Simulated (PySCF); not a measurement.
Sn(H)4 cation (H4Sn), SMILES [SnH4] (connectivity only; charge and spin as stated), charge +1, multiplicity 2.

Geometry: B3LYP-D3(BJ)/def2-TZVPD. The geometry has at least one imaginary mode, so it is a saddle point at that level. The multiplicity is an assumed one; other spin states were not compared. The isomer is the one that the SMILES or the coordinates give; other isomers of the formula were not compared. The def2 effective core potentials stand for the cores of Sn; spin–orbit coupling is left out.

Two levels are set side by side: PBE/def2-TZVPD (PySCF) and B3LYP/def2-TZVPD (PySCF). Same geometry, gas phase. Differences are taken from unrounded values.

```json
[
 {"quantity": "α-spin orbital gap (eV)", "PBE": "5.34"},
 {"quantity": "β-spin orbital gap (eV)", "PBE": "1.96"},
 {"quantity": "mean polarisability (bohr³)", "PBE": "41.8"}
]
```

Question: These are the PBE values. What does B3LYP give? (Estimate from the structure and the level; the computed values follow.)

Answer: 
```csv
quantity,B3LYP,PBE minus B3LYP
α-spin orbital gap (eV),7.00,-1.66
β-spin orbital gap (eV),3.23,-1.27
mean polarisability (bohr³),43.1,-1.4
```

Rough cost on one machine, each run with all the roots and properties that it gave: B3LYP against PBE within a factor of 2.
